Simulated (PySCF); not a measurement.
Molecule: `InChI=1S/C3H5N.Al.3H/c1-2-3-4;;;;/h2H2,1H3;;;;`.

Atom-mapped SMILES (the numbers label the heavy atoms): `[CH3:1][CH2:2][C:3]#[N+:4][AlH3-:5]`. Hydrogens are named by the atom that carries them.

Geometry PBE0-D3(BJ)/def2-SVP throughout; GIAO in PySCF 2.14, gas phase, one conformer, non-relativistic; equivalent atoms averaged; basis pcSseg-2.

(1) How do the shifts δ (against TMS, NH3, AlH4- at the same level) depend on the functional? (ppm; last column core-seconds on shared hosts with different chips, so compare them loosely; the GGAs took longer than the global hybrids here, which isn't the general rule, and the cause wasn't traced)

(2) Which nucleus moves most, in ppm?

Answers

(1) 
```tsv
functional	kind	C3	C1	C2	N4	Al5	H(Al5)	H(C2)	H(C1)	core-s
HF	Hartree–Fock	134.6	11.8	10.6	238.3	34.5	3.61	2.37	1.47	27
LDA	LDA	135.6	8.6	12.3	256.4	55.7	4.28	2.55	1.25	57
PBE	GGA	129.9	11.0	13.7	244.4	48.3	4.03	2.53	1.30	71
BLYP	GGA	128.5	11.9	14.0	244.0	45.4	3.90	2.54	1.35	69
BP86	GGA	129.3	11.2	13.9	241.8	46.1	4.01	2.54	1.30	68
OPBE	GGA	126.4	11.8	14.6	235.8	43.3	3.89	2.53	1.28	74
KT2	GGA	122.1	11.5	14.0	229.4	49.9	4.04	2.60	1.32	72
KT3	GGA	120.5	12.7	14.8	226.9	43.8	3.75	2.58	1.35	71
B97-D	GGA	126.2	12.2	14.3	233.1	42.6	3.79	2.55	1.35	66
B3LYP	global hybrid	130.5	11.6	13.1	243.8	43.3	3.80	2.49	1.37	49
PBE0	global hybrid	132.0	11.0	12.8	243.5	44.8	3.89	2.47	1.33	50
mPW1PW91	global hybrid	131.9	11.2	13.1	243.1	43.5	3.85	2.47	1.34	50
WP04	global hybrid	127.6	13.6	15.9	233.6	30.7	2.96	2.50	1.40	25
B97-2	global hybrid	129.3	11.7	13.4	236.7	41.7	3.75	2.48	1.35	24
BHandHLYP	global hybrid	132.8	11.5	12.1	243.1	40.2	3.68	2.44	1.42	23
CAM-B3LYP	range-separated hybrid	133.0	10.9	12.2	245.3	45.2	3.79	2.44	1.39	32
wB97X-D	range-separated hybrid	132.7	11.2	12.9	241.7	44.7	3.81	2.43	1.36	32
LC-wPBE	range-separated hybrid	136.7	10.4	12.1	242.9	44.6	3.73	2.35	1.35	40
```

(2) N4 (donor nitrogen of a Lewis adduct): from 226.9 ppm with KT3 to 256.4 ppm with LDA. The smallest spread is 0.23 ppm, at H(C1). Proton shifts span only some 12 ppm, so a few tenths of a ppm matter as much there as several ppm in carbon.
